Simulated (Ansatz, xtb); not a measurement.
Molecule: H₂Te₂, net charge 0, singlet state. SMILES: [TeH][TeH]
Coordinates optimised at B3LYP-D3(BJ)/def2-TZVP (Ansatz, a program for electronic structure):
```xyz
4

Te    -0.0136     0.0157    -1.3655
Te    -0.0251     0.0059     1.3654
H      1.5837     0.4689    -1.5191
H      0.4290    -1.5908     1.5235
```
Charge 0, spin multiplicity 1.

Harmonic wavenumbers from GFN2-xTB (xtb, at its own minimum), cm⁻¹: 221, 230, 606, 619, 1887, 1901.

Problem. Give the harmonic wavenumbers at B3LYP-D3(BJ)/def2-TZVP (Ansatz, finite differences of forces, unscaled).

Solution. 193, 309, 588, 592, 2088, 2089 cm⁻¹. Zero-point energy 8.4 kcal/mol.

Problem. From these and the geometry, give the ideal-gas thermochemistry at 298.15 K and 1 atm (rigid rotor, harmonic oscillator).

Solution. Point group C2, rotational symmetry number 2. Rotational constants 91.83, 1.046, 1.046 GHz. S(trans) 42.53, S(rot) 24.20, S(vib) 4.50, S(elec, spin only) 0.00, S 71.2 cal/(mol K). H(298) - H(0) 3.19 kcal/mol; G - E(el) -9.7 kcal/mol.
